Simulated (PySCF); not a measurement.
GeTe, SMILES [Te]=[Ge] (connectivity only; charge and spin as stated), charge +1, multiplicity 2. Atoms are numbered in the order given.

```xyz
2

Ge     0.0000     0.0000    -1.5422
Te     0.0000     0.0000     0.9490
```
Charge +1, spin multiplicity 2.

The structure is a stationary point at r2SCAN-D4/def2-TZVP. The multiplicity is an assumed one; other spin states were not compared. The def2 effective core potentials stand for the cores of Te; spin–orbit coupling is left out.

Method: PySCF with B3LYP/def2-TZVPD.

Mulliken values depend strongly on the basis, most of all with diffuse functions as here. ESP charges are fitted to the potential on shells at 1.4 to 2.0 van der Waals radii. Atomic charges (e):

| atom | ESP fit | Mulliken | Mulliken spin |
|---|---|---|---|
| Ge1 | ? | 0.57 | 0.08 |
| Te2 | ? | 0.43 | 0.92 |

Q: Some entries are withheld; supply them. (The exact figures need the calculation; the answer reports its results.)

A: 
- Ge1, ESP fit: 0.59
- Te2, ESP fit: 0.41
